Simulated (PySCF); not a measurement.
## Levels of Ru¹⁵⁺ from EOM-EA-GCCSD

Reference: closed-shell Ru¹⁶⁺, [Ar] 3d10; one electron is added. Calculated with PySCF 2.14, two-component X2C-1e with screened spin-orbit coupling, an uncontracted even-tempered set (20 s from 0.48 bohr⁻², ratio 2.6; 15 p from 0.62 bohr⁻², ratio 2.6; 10 d from 0.62 bohr⁻², ratio 2.6; 6 f from 0.64 bohr⁻², ratio 2.8); frozen [Ar]; the 102 highest virtual spinors dropped; of the others 70 kept and the rest restored at second order. No Breit or QED terms. Binding energies in eV.

| level | Koopmans | second order | EOM-CCSD |
| --- | --- | --- | --- |
| 4s1/2 | 374.84 | 376.03 | 375.98 |
| 4p1/2 | 341.98 | 343.07 | 343.03 |
| 4p3/2 | 336.60 | 337.64 | 337.60 |

Electric-dipole lines between these computed levels:

| lower | upper | ΔE (eV) | vacuum wavelength (nm) |
| --- | --- | --- | --- |
| 4s1/2 | 4p1/2 | 32.948 | 37.63 |
| 4s1/2 | 4p3/2 | 38.377 | 32.31 |

For comparison, the ionisation energy of Ru¹⁵⁺ is 376.25 ± 0.1 eV (measured; NIST Atomic Spectra Database, ionization energies).
